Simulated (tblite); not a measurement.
Isomers of C7H8ClFO. Computed values, GFN2-xTB/tblite, gas phase, harmonic and unscaled. Errors from tens to a few hundred cm⁻¹ against measured bands are possible. One conformer each.

Electronic energies: GFN2-xTB at the same geometries; isomer energies are rough at this level and their order can be wrong.

```json
{"SMILES": "C=C[C@]1(C(=O)Cl)C[C@@H](F)C1", "electronic energy, lowest = 0 (kcal/mol)": "0.0"}
{"SMILES": "C=C/C(Cl)=C(/CC)C(=O)F", "electronic energy, lowest = 0 (kcal/mol)": "1.3"}
{"SMILES": "C=C/C(CC)=C(/Cl)C(=O)F", "electronic energy, lowest = 0 (kcal/mol)": "3.7"}
```

Q: How do GFN2-xTB zero-point energies change the relative energies?

A: 
```json
{"SMILES": "C=C[C@]1(C(=O)Cl)C[C@@H](F)C1", "ZPE (kcal/mol)": "83.4", "of it from modes above 1550 cm⁻¹": "39.9", "electronic (kcal/mol)": "0.0", "with ZPE, lowest = 0 (kcal/mol)": "0.0", "lowest mode (cm⁻¹)": "33", "rings": "1"}
{"SMILES": "C=C/C(Cl)=C(/CC)C(=O)F", "ZPE (kcal/mol)": "82.6", "of it from modes above 1550 cm⁻¹": "42.2", "electronic (kcal/mol)": "1.3", "with ZPE, lowest = 0 (kcal/mol)": "0.6", "lowest mode (cm⁻¹)": "40", "rings": "0"}
{"SMILES": "C=C/C(CC)=C(/Cl)C(=O)F", "ZPE (kcal/mol)": "82.7", "of it from modes above 1550 cm⁻¹": "39.9", "electronic (kcal/mol)": "3.7", "with ZPE, lowest = 0 (kcal/mol)": "3.0", "lowest mode (cm⁻¹)": "40", "rings": "0"}
```

The zero-point energies span 0.8 kcal/mol, from `C=C/C(Cl)=C(/CC)C(=O)F` to `C=C[C@]1(C(=O)Cl)C[C@@H](F)C1`. The order is unchanged.

Q: What do entropy and thermal enthalpy add at 298.15 K and 1 bar (rigid rotor, harmonic oscillator, one conformer each)?

A: 
| SMILES | point group | symmetry number | S (cal/(mol K)) | H − H(0) (kcal/mol) | ZPE + H − H(0) − TS (kcal/mol) |
| --- | --- | --- | --- | --- | --- |
| C=C[C@]1(C(=O)Cl)C[C@@H](F)C1 | C1 | 1 | 102.3 | 7.03 | 59.9 |
| C=C/C(Cl)=C(/CC)C(=O)F | C1 | 1 | 106.6 | 7.64 | 58.5 |
| C=C/C(CC)=C(/Cl)C(=O)F | C1 | 1 | 106.2 | 7.62 | 58.7 |
